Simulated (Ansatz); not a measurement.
Relaxation of Zn₁₂S₁₂ with RKS PBE-D4/def2-SVP.

```sh
$ ansatz run in.yaml --threads 4 --pin off --events-out ev --progress --plain --max-ram 46080MiB --backend cuda --devices 0, --max-vram 37GiB
```

```yaml
crystal:
  periodic: [false, false, false]
  atoms:
    - {symbol: S, position_ang: [-4.369030, 1.329270, 0.243850]}
    - {symbol: S, position_ang: [-2.266090, -3.064950, 2.585480]}
    - {symbol: S, position_ang: [0.927130, -3.968490, -0.348300]}
    - {symbol: S, position_ang: [-1.817800, 1.809330, -3.016110]}
    - {symbol: S, position_ang: [1.317770, -1.324560, -3.701920]}
    - {symbol: S, position_ang: [-1.419760, -1.310920, -1.007990]}
    - {symbol: S, position_ang: [-1.161600, 1.165800, 2.361940]}
    - {symbol: S, position_ang: [1.171780, -1.170090, 2.125710]}
    - {symbol: S, position_ang: [1.314270, 1.427170, -1.004420]}
    - {symbol: S, position_ang: [-1.326740, 4.368110, 0.225530]}
    - {symbol: S, position_ang: [3.965310, -0.923060, -0.358420]}
    - {symbol: S, position_ang: [3.072350, 2.270090, 2.588260]}
    - {symbol: Zn, position_ang: [-1.112950, -3.159090, 0.704000]}
    - {symbol: Zn, position_ang: [-3.096560, 0.544060, -1.336830]}
    - {symbol: Zn, position_ang: [-2.674800, 2.681500, 0.910430]}
    - {symbol: Zn, position_ang: [0.334430, -2.627630, -2.058310]}
    - {symbol: Zn, position_ang: [-1.252310, -1.141270, 2.905720]}
    - {symbol: Zn, position_ang: [2.397370, -2.391550, 0.637270]}
    - {symbol: Zn, position_ang: [-0.290370, 0.245460, -3.114610]}
    - {symbol: Zn, position_ang: [-0.539850, 3.090580, -1.349530]}
    - {symbol: Zn, position_ang: [2.613660, -0.326390, -2.060880]}
    - {symbol: Zn, position_ang: [-0.095070, 0.099890, 0.463850]}
    - {symbol: Zn, position_ang: [1.147810, 1.254990, 2.902840]}
    - {symbol: Zn, position_ang: [3.161060, 1.121760, 0.702430]}
basis:
  gaussian: {orbitals: def2-SVP, fitting: {mean_field: def2-universal-jkfit}}
hamiltonian: {xc: pbe, dispersion: d4}
scf: {lower_state_search: "off"}
output: {orbitals: {seedname: orbitals}}
relax: {f_tol: 0.03, max_steps: 70}
```

It took 2.3 min on 4 threads of AMD EPYC 7R13 on a shared host and a share (37 GiB) of an NVIDIA H100 80GB HBM3, peak host memory 1.4 GiB.

Positions (Å) and forces (eV/Å) at steps 1, 2, 3, 4, 5, 6, 7, 8, 10, 11, 12, 13 of 23:

```xyz
24
step=1 energy=-710825.9529 eV
S    -4.369    1.329    0.244    0.026    0.057    0.343
S    -2.266   -3.065    2.585   -0.151   -0.161    0.081
S     0.927   -3.968   -0.348   -0.052   -0.122    0.165
S    -1.818    1.809   -3.016   -0.157    0.149    0.255
S     1.318   -1.325   -3.702   -0.074    0.055   -0.163
S    -1.420   -1.311   -1.008   -0.072    0.117    0.013
S    -1.162    1.166    2.362    0.242   -0.234    0.208
S     1.172   -1.170    2.126   -0.258    0.263    0.229
S     1.314    1.427   -1.004   -0.111    0.062    0.018
S    -1.327    4.368    0.226   -0.056    0.002    0.351
S     3.965   -0.923   -0.358    0.117    0.064    0.174
S     3.072    2.270    2.588    0.154    0.136    0.078
Zn   -1.113   -3.159    0.704    0.552    0.371    0.043
Zn   -3.097    0.544   -1.337    0.859    0.392   -0.101
Zn   -2.675    2.682    0.910    0.118   -0.143   -0.681
Zn    0.334   -2.628   -2.058    0.124    0.640    0.264
Zn   -1.252   -1.141    2.906    0.103    0.140   -0.661
Zn    2.397   -2.392    0.637   -0.414    0.413   -0.548
Zn   -0.290    0.245   -3.115    0.431   -0.416    0.503
Zn   -0.540    3.091   -1.350   -0.381   -0.872   -0.092
Zn    2.614   -0.326   -2.061   -0.638   -0.116    0.273
Zn   -0.095    0.100    0.464    0.148   -0.143   -0.130
Zn    1.148    1.255    2.903   -0.138   -0.100   -0.654
Zn    3.161    1.122    0.702   -0.371   -0.555    0.032
24
step=2 energy=-710826.7556 eV
S    -4.348    1.292    0.298    0.177   -0.046    0.075
S    -2.291   -3.093    2.553    0.053    0.006   -0.085
S     0.929   -3.982   -0.353    0.009    0.117    0.098
S    -1.784    1.776   -3.023   -0.153    0.152    0.205
S     1.325   -1.333   -3.730   -0.017    0.008    0.028
S    -1.431   -1.289   -0.986    0.080    0.038   -0.024
S    -1.156    1.161    2.327    0.053   -0.048    0.140
S     1.128   -1.126    2.128    0.150   -0.152    0.047
S     1.290    1.435   -0.983   -0.040   -0.078   -0.027
S    -1.290    4.350    0.280    0.046   -0.167    0.079
S     3.979   -0.923   -0.365   -0.117   -0.001    0.103
S     3.100    2.292    2.555   -0.005   -0.057   -0.086
Zn   -1.011   -3.072    0.743    0.229   -0.073    0.092
Zn   -2.951    0.642   -1.255    0.185    0.265   -0.179
Zn   -2.622    2.627    0.819   -0.097    0.088   -0.142
Zn    0.386   -2.517   -1.983   -0.001    0.193    0.034
Zn   -1.294   -1.145    2.754   -0.154    0.157   -0.178
Zn    2.282   -2.276    0.532   -0.058    0.054   -0.236
Zn   -0.238    0.202   -2.991    0.209   -0.199    0.334
Zn   -0.638    2.945   -1.265   -0.266   -0.188   -0.173
Zn    2.503   -0.378   -1.987   -0.189    0.000    0.035
Zn   -0.093    0.097    0.440   -0.014    0.012   -0.053
Zn    1.152    1.296    2.753   -0.158    0.154   -0.174
Zn    3.073    1.019    0.739    0.077   -0.232    0.087
24
step=3 energy=-710827.0027 eV
S    -4.273    1.196    0.306    0.041    0.040    0.117
S    -2.228   -3.100    2.501   -0.036    0.047    0.044
S     0.994   -4.000   -0.381    0.005   -0.023    0.062
S    -1.820    1.812   -3.106   -0.050    0.054   -0.109
S     1.289   -1.296   -3.671   -0.026    0.021   -0.027
S    -1.438   -1.253   -0.947   -0.075    0.099   -0.103
S    -1.182    1.189    2.402   -0.105    0.107   -0.029
S     1.119   -1.120    2.094    0.119   -0.116    0.019
S     1.251    1.443   -0.949   -0.102    0.081   -0.101
S    -1.201    4.278    0.293   -0.038   -0.045    0.113
S     3.997   -0.990   -0.393    0.027   -0.005    0.065
S     3.109    2.225    2.496   -0.049    0.039    0.049
Zn   -0.821   -3.076    0.806    0.114   -0.081    0.082
Zn   -2.939    0.739   -1.359    0.073    0.037   -0.025
Zn   -2.635    2.637    0.787    0.001   -0.001   -0.048
Zn    0.356   -2.472   -1.924    0.054    0.123   -0.090
Zn   -1.366   -1.089    2.698   -0.168   -0.095   -0.028
Zn    2.283   -2.279    0.508   -0.023    0.023   -0.146
Zn   -0.251    0.233   -2.822    0.182   -0.180    0.283
Zn   -0.740    2.936   -1.365   -0.044   -0.071   -0.021
Zn    2.461   -0.349   -1.928   -0.114   -0.068   -0.098
Zn   -0.142    0.145    0.467    0.032   -0.037   -0.067
Zn    1.097    1.365    2.695    0.100    0.164   -0.028
Zn    3.079    0.829    0.792    0.082   -0.113    0.086
24
step=4 energy=-710827.0971 eV
S    -4.219    1.136    0.362    0.051   -0.008   -0.153
S    -2.240   -3.104    2.485    0.108    0.083   -0.091
S     1.019   -4.028   -0.405   -0.041    0.026   -0.028
S    -1.805    1.797   -3.171    0.059   -0.054    0.029
S     1.272   -1.281   -3.660    0.016   -0.014    0.050
S    -1.467   -1.236   -0.950   -0.053   -0.001    0.032
S    -1.214    1.223    2.399    0.128   -0.134   -0.037
S     1.128   -1.129    2.047   -0.031    0.035   -0.054
S     1.233    1.468   -0.956    0.006    0.057    0.041
S    -1.145    4.223    0.353    0.010   -0.051   -0.154
S     4.027   -1.016   -0.415   -0.023    0.038   -0.030
S     3.115    2.236    2.479   -0.085   -0.104   -0.093
Zn   -0.700   -3.115    0.890   -0.012    0.003    0.151
Zn   -2.930    0.819   -1.399   -0.136   -0.035    0.112
Zn   -2.651    2.650    0.785    0.022   -0.022    0.044
Zn    0.346   -2.444   -1.906    0.016   -0.089   -0.049
Zn   -1.470   -1.054    2.628   -0.080    0.001    0.008
Zn    2.281   -2.277    0.433    0.014   -0.011   -0.002
Zn   -0.219    0.214   -2.629   -0.143    0.130   -0.043
Zn   -0.824    2.928   -1.403    0.028    0.139    0.107
Zn    2.437   -0.345   -1.913    0.095   -0.026   -0.053
Zn   -0.158    0.159    0.450    0.052   -0.051    0.046
Zn    1.065    1.466    2.626    0.002    0.072    0.007
Zn    3.121    0.708    0.873   -0.004    0.015    0.159
24
step=5 energy=-710827.1222 eV
S    -4.221    1.140    0.340   -0.038    0.027    0.027
S    -2.223   -3.098    2.480   -0.021   -0.029    0.024
S     1.017   -4.030   -0.417    0.002    0.001    0.005
S    -1.806    1.799   -3.169    0.033   -0.032   -0.017
S     1.258   -1.267   -3.646   -0.003    0.005    0.008
S    -1.486   -1.242   -0.936    0.033    0.022    0.001
S    -1.198    1.206    2.381   -0.089    0.088   -0.004
S     1.130   -1.129    2.034    0.100   -0.102   -0.023
S     1.239    1.485   -0.941   -0.021   -0.035    0.003
S    -1.148    4.226    0.330   -0.027    0.036    0.027
S     4.030   -1.013   -0.428    0.000   -0.003    0.004
S     3.106    2.220    2.474    0.030    0.025    0.025
Zn   -0.643   -3.116    0.940    0.037    0.015    0.022
Zn   -2.946    0.820   -1.410   -0.011   -0.061   -0.005
Zn   -2.642    2.642    0.777    0.018   -0.014    0.026
Zn    0.329   -2.446   -1.912   -0.050   -0.044    0.000
Zn   -1.497   -1.045    2.622   -0.066    0.000    0.015
Zn    2.278   -2.274    0.408    0.050   -0.046   -0.008
Zn   -0.230    0.226   -2.584   -0.084    0.076   -0.056
Zn   -0.826    2.944   -1.415    0.061    0.011   -0.007
Zn    2.441   -0.332   -1.919    0.046    0.050    0.001
Zn   -0.141    0.141    0.446    0.015   -0.010   -0.105
Zn    1.055    1.490    2.620    0.001    0.058    0.015
Zn    3.122    0.652    0.924   -0.016   -0.036    0.021
24
step=6 energy=-710827.1541 eV
S    -4.282    1.210    0.318    0.017    0.012    0.102
S    -2.146   -3.088    2.505   -0.018   -0.020    0.047
S     1.022   -4.092   -0.440    0.030    0.040    0.048
S    -1.818    1.814   -3.130   -0.024    0.018    0.015
S     1.250   -1.262   -3.587   -0.008    0.007    0.018
S    -1.520   -1.259   -0.923    0.011    0.050   -0.053
S    -1.236    1.236    2.328    0.106   -0.094   -0.088
S     1.178   -1.173    1.884    0.081   -0.088    0.173
S     1.249    1.511   -0.924   -0.046   -0.007   -0.056
S    -1.208    4.295    0.304   -0.014   -0.022    0.107
S     4.095   -1.013   -0.453   -0.039   -0.028    0.051
S     3.087    2.149    2.500    0.019    0.014    0.043
Zn   -0.480   -3.068    1.047    0.044   -0.012   -0.027
Zn   -2.947    0.799   -1.370    0.012   -0.007   -0.083
Zn   -2.685    2.695    0.769   -0.032    0.033   -0.107
Zn    0.300   -2.466   -1.876   -0.035    0.016   -0.025
Zn   -1.591   -0.988    2.589   -0.101   -0.023   -0.001
Zn    2.396   -2.387    0.304   -0.033    0.034   -0.079
Zn   -0.256    0.245   -2.578    0.050   -0.045    0.000
Zn   -0.800    2.954   -1.379    0.011   -0.025   -0.074
Zn    2.460   -0.304   -1.885   -0.023    0.038   -0.023
Zn   -0.129    0.120    0.382   -0.048    0.056    0.039
Zn    0.991    1.576    2.588    0.025    0.095    0.005
Zn    3.071    0.495    1.029    0.014   -0.041   -0.031
24
step=7 energy=-710827.1800 eV
S    -4.280    1.197    0.323    0.032   -0.008    0.049
S    -2.130   -3.106    2.517    0.045    0.078   -0.017
S     1.021   -4.092   -0.447   -0.021    0.044    0.022
S    -1.829    1.824   -3.139   -0.037    0.034   -0.034
S     1.238   -1.250   -3.569   -0.010    0.008   -0.029
S    -1.528   -1.237   -0.922   -0.001   -0.017   -0.006
S    -1.217    1.220    2.287   -0.027    0.024   -0.058
S     1.211   -1.206    1.911    0.057   -0.051    0.028
S     1.231    1.520   -0.926    0.021    0.006   -0.008
S    -1.197    4.287    0.313    0.006   -0.030    0.044
S     4.097   -1.012   -0.462   -0.046    0.021    0.026
S     3.108    2.132    2.512   -0.067   -0.045   -0.016
Zn   -0.415   -3.061    1.104   -0.023   -0.039   -0.003
Zn   -2.968    0.804   -1.395    0.006   -0.002    0.002
Zn   -2.689    2.695    0.740   -0.012    0.012   -0.041
Zn    0.272   -2.461   -1.874   -0.008   -0.016    0.019
Zn   -1.667   -0.979    2.563   -0.064   -0.103   -0.011
Zn    2.399   -2.389    0.267   -0.017    0.016   -0.014
Zn   -0.267    0.258   -2.554    0.050   -0.049   -0.045
Zn   -0.806    2.969   -1.401    0.005   -0.009    0.006
Zn    2.457   -0.278   -1.884    0.011    0.011    0.018
Zn   -0.096    0.091    0.387   -0.036    0.039    0.080
Zn    0.987    1.645    2.568    0.094    0.058   -0.004
Zn    3.066    0.430    1.083    0.041    0.019   -0.009
24
step=8 energy=-710827.1771 eV rejected
S    -4.197    1.098    0.407   -0.083   -0.055   -0.039
S    -2.176   -3.092    2.493   -0.047   -0.097    0.008
S     1.003   -4.077   -0.429   -0.008   -0.039   -0.058
S    -1.840    1.830   -3.129   -0.015    0.012   -0.030
S     1.245   -1.258   -3.587    0.012   -0.008   -0.026
S    -1.511   -1.238   -0.930   -0.025    0.044   -0.016
S    -1.223    1.234    2.269    0.171   -0.189    0.200
S     1.218   -1.207    1.911   -0.054    0.053    0.041
S     1.236    1.510   -0.935   -0.039    0.025   -0.021
S    -1.122    4.213    0.383    0.044    0.082   -0.058
S     4.085   -0.996   -0.452    0.035    0.010   -0.055
S     3.107    2.163    2.497    0.087    0.051    0.005
Zn   -0.445   -3.039    1.101    0.073    0.042    0.003
Zn   -2.955    0.791   -1.384    0.012   -0.056    0.014
Zn   -2.628    2.629    0.765   -0.100    0.114    0.008
Zn    0.279   -2.458   -1.877    0.020   -0.038    0.001
Zn   -1.799   -0.964    2.504    0.028    0.234   -0.057
Zn    2.384   -2.372    0.261   -0.015    0.013    0.042
Zn   -0.259    0.250   -2.601   -0.021    0.015    0.071
Zn   -0.793    2.948   -1.389    0.044    0.006    0.018
Zn    2.453   -0.279   -1.890    0.035   -0.021    0.001
Zn   -0.101    0.103    0.407    0.080   -0.080   -0.014
Zn    0.983    1.757    2.526   -0.195   -0.052   -0.039
Zn    3.056    0.455    1.079   -0.041   -0.066    0.003
24
step=10 energy=-710827.1950 eV
S    -4.225    1.122    0.398   -0.013   -0.021    0.010
S    -2.167   -3.089    2.479   -0.001   -0.011   -0.009
S     1.011   -4.084   -0.438    0.005   -0.007   -0.012
S    -1.845    1.829   -3.118   -0.006   -0.002    0.005
S     1.240   -1.253   -3.586    0.002   -0.004    0.004
S    -1.508   -1.239   -0.922   -0.020    0.020   -0.003
S    -1.217    1.230    2.266    0.027   -0.025    0.028
S     1.230   -1.218    1.926   -0.001    0.005    0.010
S     1.237    1.511   -0.934   -0.019    0.013   -0.001
S    -1.152    4.249    0.361    0.001    0.019   -0.011
S     4.092   -1.003   -0.464    0.006   -0.001   -0.009
S     3.107    2.152    2.488    0.014    0.005   -0.009
Zn   -0.405   -3.040    1.122   -0.012    0.006    0.008
Zn   -2.952    0.783   -1.367    0.016   -0.024   -0.008
Zn   -2.676    2.680    0.753    0.002    0.013    0.016
Zn    0.279   -2.465   -1.880    0.021   -0.011   -0.009
Zn   -1.807   -0.951    2.481   -0.017    0.053   -0.031
Zn    2.393   -2.380    0.260   -0.003    0.003    0.011
Zn   -0.262    0.252   -2.580   -0.011    0.014    0.015
Zn   -0.791    2.950   -1.379    0.018   -0.005   -0.001
Zn    2.458   -0.278   -1.894    0.008   -0.015   -0.008
Zn   -0.079    0.085    0.407    0.021   -0.011    0.009
Zn    0.978    1.741    2.524   -0.036   -0.023   -0.008
Zn    3.060    0.417    1.098   -0.001    0.009    0.001
24
step=11 energy=-710827.2085 eV
S    -4.181    1.065    0.461   -0.015   -0.053    0.017
S    -2.211   -3.072    2.430    0.015   -0.022   -0.013
S     1.011   -4.081   -0.428    0.007   -0.004   -0.017
S    -1.861    1.827   -3.093   -0.007   -0.018    0.005
S     1.239   -1.253   -3.592    0.004   -0.008    0.009
S    -1.493   -1.243   -0.920   -0.012    0.016   -0.003
S    -1.209    1.235    2.261    0.048   -0.027    0.047
S     1.243   -1.221    1.939   -0.014    0.016   -0.006
S     1.239    1.508   -0.939   -0.014   -0.002    0.001
S    -1.142    4.245    0.375   -0.014    0.024   -0.038
S     4.094   -1.002   -0.468    0.006    0.001   -0.014
S     3.111    2.172    2.459    0.027    0.007   -0.011
Zn   -0.405   -3.019    1.128   -0.024    0.016    0.032
Zn   -2.939    0.759   -1.338    0.015   -0.019   -0.011
Zn   -2.661    2.670    0.771    0.032    0.022    0.041
Zn    0.292   -2.469   -1.881    0.030   -0.022   -0.017
Zn   -1.922   -0.923    2.397   -0.064    0.100   -0.074
Zn    2.396   -2.376    0.266    0.005   -0.007    0.012
Zn   -0.262    0.250   -2.587   -0.024    0.030    0.031
Zn   -0.779    2.940   -1.364    0.002    0.013    0.009
Zn    2.460   -0.282   -1.898    0.014   -0.016   -0.013
Zn   -0.061    0.078    0.418    0.029   -0.011    0.001
Zn    0.980    1.780    2.502   -0.041   -0.047    0.002
Zn    3.060    0.412    1.099   -0.004    0.009    0.010
24
step=12 energy=-710827.2575 eV
S    -4.128    0.998    0.532   -0.005   -0.133    0.075
S    -2.251   -3.047    2.388    0.051   -0.007   -0.027
S     1.009   -4.077   -0.414    0.012    0.001   -0.022
S    -1.880    1.822   -3.071   -0.029   -0.030    0.022
S     1.238   -1.251   -3.596    0.002   -0.011    0.007
S    -1.477   -1.249   -0.917   -0.024    0.032   -0.013
S    -1.193    1.236    2.265    0.088   -0.014    0.049
S     1.258   -1.222    1.943   -0.002    0.020    0.008
S     1.241    1.508   -0.945   -0.021   -0.003   -0.007
S    -1.147    4.250    0.375   -0.049    0.020   -0.065
S     4.098   -1.001   -0.475    0.006    0.003   -0.016
S     3.122    2.184    2.438    0.029    0.005   -0.017
Zn   -0.401   -2.990    1.143   -0.067    0.016    0.066
Zn   -2.926    0.734   -1.308    0.045   -0.032   -0.044
Zn   -2.637    2.651    0.798    0.100    0.050    0.079
Zn    0.305   -2.476   -1.882    0.045   -0.031   -0.017
Zn   -2.069   -0.882    2.281   -0.173    0.144   -0.179
Zn    2.404   -2.376    0.269    0.005   -0.013    0.009
Zn   -0.264    0.251   -2.592   -0.017    0.031    0.047
Zn   -0.774    2.933   -1.353   -0.005    0.027    0.014
Zn    2.464   -0.283   -1.902    0.015   -0.015   -0.010
Zn   -0.043    0.075    0.426    0.031   -0.001    0.025
Zn    0.988    1.808    2.493   -0.039   -0.076    0.006
Zn    3.063    0.402    1.105    0.001    0.018    0.013
24
step=13 energy=-710827.3682 eV
S    -4.071    0.928    0.597    0.021   -0.218    0.149
S    -2.275   -3.012    2.362    0.066    0.027   -0.032
S     1.006   -4.073   -0.403    0.006    0.017   -0.011
S    -1.899    1.815   -3.056   -0.059   -0.032    0.031
S     1.236   -1.249   -3.598   -0.001   -0.007    0.004
S    -1.466   -1.250   -0.918   -0.013    0.029   -0.021
S    -1.174    1.229    2.278    0.150    0.038    0.057
S     1.271   -1.220    1.950    0.019    0.019   -0.002
S     1.238    1.509   -0.951   -0.020   -0.007   -0.017
S    -1.165    4.264    0.360   -0.101    0.008   -0.078
S     4.102   -1.000   -0.481    0.002    0.007   -0.019
S     3.133    2.192    2.424    0.028    0.007   -0.022
Zn   -0.402   -2.966    1.158   -0.088    0.015    0.089
Zn   -2.915    0.713   -1.289    0.079   -0.048   -0.069
Zn   -2.605    2.630    0.831    0.181    0.070    0.114
Zn    0.318   -2.482   -1.884    0.049   -0.034   -0.016
Zn   -2.210   -0.835    2.155   -0.337    0.147   -0.314
Zn    2.409   -2.375    0.272    0.006   -0.014    0.010
Zn   -0.265    0.253   -2.592   -0.003    0.020    0.050
Zn   -0.773    2.931   -1.350   -0.011    0.030    0.018
Zn    2.466   -0.283   -1.905    0.013   -0.010   -0.009
Zn   -0.029    0.072    0.435    0.022    0.009    0.056
Zn    1.001    1.810    2.496   -0.021   -0.087    0.015
Zn    3.068    0.397    1.106    0.011    0.013    0.017
```

Single mean-field runs in def2-SVP are fitted with def2-universal-jkfit. Another isomer (singlet) lies 2.45 eV lower at PBE0-D4/def2-TZVP; other spin states weren't run for this one.
